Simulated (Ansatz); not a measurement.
`O[SiH2]C(F)F` + `[SiH3]P` → `O[SiH2]P[SiH3]` + difluoromethane  (ligand exchange at the Si–C bond)

Isolated molecules relaxed with PBE0-D4/def2-TZVP in Ansatz; ΔE leaves out vibrations. CBS: MP2 limit from def2 TZ/QZ plus the TZ coupled-cluster correction, frozen cores. This one scheme is used for every species. Functionals use def2-TZVPP. One conformer a species, not always the lowest.

Question: Is it downhill or uphill in electronic energy at CCSD(T)/CBS, and by how much? (Estimate.)

Answer: The calculation gave: Downhill: ΔE = -0.61 eV.

Question: What do these levels give: PBE-D4, r2SCAN-D4, ωB97X-V, ωB97M-V, PBE, r2SCAN, PBE0, HF/def2-TZVPP, HF/def2-QZVPP, MP2/def2-QZVPP, MP2/CBS(def2), CCSD/CBS(def2)? (Best estimate.)

Answer: The calculation gave: PBE-D4 -0.64, r2SCAN-D4 -0.62, ωB97X-V -0.56, ωB97M-V -0.55, PBE -0.59, r2SCAN -0.61, PBE0 -0.63, HF/def2-TZVPP -0.52, HF/def2-QZVPP -0.52, MP2/def2-QZVPP -0.68, MP2/CBS(def2) -0.68, CCSD/CBS(def2) -0.59 eV.

Largest T1 diagnostic among the species: 0.013.

In def2-TZVPP, CCSD(T) changes the Hartree–Fock value by −0.08 eV (the triples alone add −0.02 eV) and MP2 by −0.15 eV. From PBE to PBE0 (25 % exact exchange), in def2-TZVPP and without D4, ΔE moves by −0.04 eV.
